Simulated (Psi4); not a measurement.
BF, triplet, geometry from GFN2-xTB (the spin is typed, not shown lowest); HF/def2-SVP (Psi4 1.11).

Input for Psi4:
```
memory 2 GB

molecule mol {
0 3
B    -0.000000   -0.000000   -0.862122
F     0.000000    0.000000    0.478957
}

set {
  basis def2-svp
  reference uhf
}

energy('scf')
print_variables()
```

Output, abridged:

```
   => Loading Basis Set <=

    Name: DEF2-SVP
    Role: ORBITAL
    Keyword: BASIS

         ---------------------------------------------------------
                                   SCF
               by Justin Turney, Rob Parrish, Andy Simmonett
                          and Daniel G. A. Smith
                              UHF Reference
         ---------------------------------------------------------

  ==> Geometry <==

    Molecular point group: c2v
    Full point group: C_inf_v

    Geometry (in Angstrom), charge = 0, multiplicity = 3:

       Center              X                  Y                   Z               Mass
    ------------   -----------------  -----------------  -----------------  -----------------
         B            0.000000000000     0.000000000000    -0.849060483768    11.009305360000
         F            0.000000000000     0.000000000000     0.492018516232    18.998403162730

  Running in c2v symmetry.

  Rotational constants: A = ************  B =      1.34476  C =      1.34476 [cm^-1]
  Rotational constants: A = ************  B =  40314.77970  C =  40314.77970 [MHz]
  Nuclear repulsion =   17.756578456712841

  Charge       = 0
  Multiplicity = 3
  Electrons    = 14
  Nalpha       = 8
  Nbeta        = 6

  ==> Algorithm <==

  SCF Algorithm Type is DF.
  DIIS enabled.
  MOM disabled.
  Fractional occupation disabled.
  Guess Type is SAD.
  Energy threshold   = 1.00e-06
  Density threshold  = 1.00e-06
  Integral threshold = 1.00e-12

  ==> Primary Basis <==

  Basis Set: DEF2-SVP
    Blend: DEF2-SVP
    Number of shells: 12
    Number of basis functions: 28
    Number of Cartesian functions: 30
    Spherical Harmonics?: true
    Max angular momentum: 2

   => Loading Basis Set <=

    Name: (DEF2-SVP AUX)
    Role: JKFIT
    Keyword: DF_BASIS_SCF

  ==> Integral Setup <==

  SCF_SUBTYPE=INCORE selected. In-core MEM_DF algorithm will be used.
  Using in-core AOs.

  ==> MemDFJK: Density-Fitted J/K Matrices <==

    J tasked:                   Yes
    K tasked:                   Yes
    wK tasked:                   No
    Algorithm:                 Core
    Schwarz Cutoff:           1E-12
    Mask sparsity (%):       0.0000
    Fitting Condition:        1E-10

   => Auxiliary Basis Set <=

  Basis Set: (DEF2-SVP AUX)
    Blend: DEF2-UNIVERSAL-JKFIT
    Number of shells: 50
    Number of basis functions: 152
    Number of Cartesian functions: 182
    Spherical Harmonics?: true
    Max angular momentum: 4

  Minimum eigenvalue in the overlap matrix is 3.9358647248E-02.
  Reciprocal condition number of the overlap matrix is 1.2955806473E-02.
    Using symmetric orthogonalization.

  ==> Pre-Iterations <==

  SCF Guess: Superposition of Atomic Densities via on-the-fly atomic UHF (no occupation information).

   -------------------------
    Irrep   Nso     Nmo
   -------------------------
     A1        14      14
     A2         2       2
     B1         6       6
     B2         6       6
   -------------------------
    Total      28      28
   -------------------------

  ==> Iterations <==

                           Total Energy        Delta E     RMS |[F,P]|

   @DF-UHF iter SAD:  -123.19848499057251   -1.23198e+02   0.00000e+00
   @DF-UHF iter   1:  -123.86576213711423   -6.67277e-01   1.73022e-02 DIIS/ADIIS
   @DF-UHF iter   2:  -123.89835899151799   -3.25969e-02   1.09774e-02 DIIS/ADIIS
   @DF-UHF iter   3:  -123.90931940741586   -1.09604e-02   1.89272e-03 DIIS/ADIIS
   @DF-UHF iter   4:  -123.91011130013855   -7.91893e-04   4.04620e-04 DIIS/ADIIS
   @DF-UHF iter   5:  -123.91017993788755   -6.86377e-05   1.47728e-04 DIIS/ADIIS
   @DF-UHF iter   6:  -123.91018883591784   -8.89803e-06   6.46854e-05 DIIS
   @DF-UHF iter   7:  -123.91019077227759   -1.93636e-06   1.94632e-05 DIIS
   @DF-UHF iter   8:  -123.91019094813822   -1.75861e-07   4.29763e-06 DIIS
   @DF-UHF iter   9:  -123.91019095786839   -9.73017e-09   9.91464e-07 DIIS
  Energy and wave function converged.

  ==> Post-Iterations <==

   @Spin Contamination Metric:   3.175508421E-03
   @S^2 Expected:                2.000000000E+00
   @S^2 Observed:                2.003175508E+00
   @S   Expected:                1.000000000E+00
   @S   Observed:                1.000000000E+00

    Orbital Energies [Eh]
    ---------------------

    Alpha Occupied:

       1A1   -26.308402     2A1    -7.732493     3A1    -1.596825
       4A1    -0.789052     1B2    -0.717216     1B1    -0.673059
       5A1    -0.540245     2B2    -0.310372

    Alpha Virtual:

       2B1     0.062032     6A1     0.215087     7A1     0.311989
       3B2     0.391400     3B1     0.452855     8A1     0.663027
       1A2     1.186700     9A1     1.187768     4B2     1.253792
       4B1     1.279635    10A1     1.355394     5B2     1.564013
       5B1     1.571040    11A1     1.798431    12A1     1.922492
       2A2     3.447008    13A1     3.447037     6B2     3.686758
       6B1     3.689595    14A1     4.162270

    Beta Occupied:

       1A1   -26.302401     2A1    -7.681029     3A1    -1.580371
       4A1    -0.757051     1B1    -0.676980     1B2    -0.663687

    Beta Virtual:

       5A1     0.014973     2B1     0.139401     2B2     0.176021
       6A1     0.257171     7A1     0.433554     3B1     0.502376
       3B2     0.545449     8A1     0.745140     9A1     1.298318
       1A2     1.298343     4B1     1.333786     4B2     1.369908
      10A1     1.379603     5B1     1.577131     5B2     1.591755
      11A1     1.820288    12A1     1.959378    13A1     3.454413
       2A2     3.454414     6B1     3.694576     6B2     3.707991
      14A1     4.172950

    Final Occupation by Irrep:
             A1    A2    B1    B2
    DOCC [     4,    0,    1,    1 ]
    SOCC [     1,    0,    0,    1 ]
    NA   [     5,    0,    1,    2 ]
    NB   [     4,    0,    1,    1 ]

  @DF-UHF Final Energy:  -123.91019095786839

   => Energetics <=

    Nuclear Repulsion Energy =             17.7565784567128411
    One-Electron Energy =                -207.0043667380401757
    Two-Electron Energy =                  65.3375973234589367
    Total Energy =                       -123.9101909578683944

  UHF NO Occupations:
  HONO-2 :    1 B1 1.9991266
  HONO-1 :    5 A1 1.0000000
  HONO-0 :    2 B2 1.0000000
  LUNO+0 :    2 B1 0.0008734
  LUNO+1 :    3 B2 0.0004578
  LUNO+2 :    6 A1 0.0002440
  LUNO+3 :    7 A1 0.0000127

Computation Completed

Properties will be evaluated at   0.000000,   0.000000,   0.000000 [a0]

Properties computed using the SCF density matrix

 Multipole Moments:

 ------------------------------------------------------------------------------------
     Multipole            Electronic (a.u.)      Nuclear  (a.u.)        Total (a.u.)
 ------------------------------------------------------------------------------------

 L = 1.  Multiply by 2.5417464519 to convert [e a0] to [Debye]
 Dipole X            :          0.0000000            0.0000000            0.0000000
 Dipole Y            :          0.0000000            0.0000000            0.0000000
 Dipole Z            :         -0.8490954            0.3455633           -0.5035321
 Magnitude           :                                                    0.5035321

 ------------------------------------------------------------------------------------

  Variable Map:
  ----------------------------------------------------------------------------
  "CURRENT ENERGY"           =>    -123.910190957868
  "CURRENT REFERENCE ENERGY" =>    -123.910190957868
  "DD SOLVATION ENERGY"      =>       0.000000000000
  "HF KINETIC ENERGY"        =>     123.713024930643
  "HF POTENTIAL ENERGY"      =>    -247.623215888511
  "HF TOTAL ENERGY"          =>    -123.910190957868
  "HF VIRIAL RATIO"          =>       2.001593737016
  "NUCLEAR REPULSION ENERGY" =>      17.756578456713
  "ONE-ELECTRON ENERGY"      =>    -207.004366738040
  "PCM POLARIZATION ENERGY"  =>       0.000000000000
  "PE ENERGY"                =>       0.000000000000
  "SCF ITERATION ENERGY"     =>    -123.910190957868
  "SCF ITERATIONS"           =>       9.000000000000
  "SCF TOTAL ENERGY"         =>    -123.910190957868
  "TWO-ELECTRON ENERGY"      =>      65.337597323459

  Array Variable Map:
  ----------------------------------------------------------------------------
  "CURRENT DIPOLE"           =>       0.000000000000 ... -0.503532087720 1 by 3
  "SCF DIPOLE"               =>       0.000000000000 ... -0.503532087720 1 by 3
  "SCF TOTAL ENERGIES"       =>    -123.198484990573 ... -123.910190957868 1 by 10
```
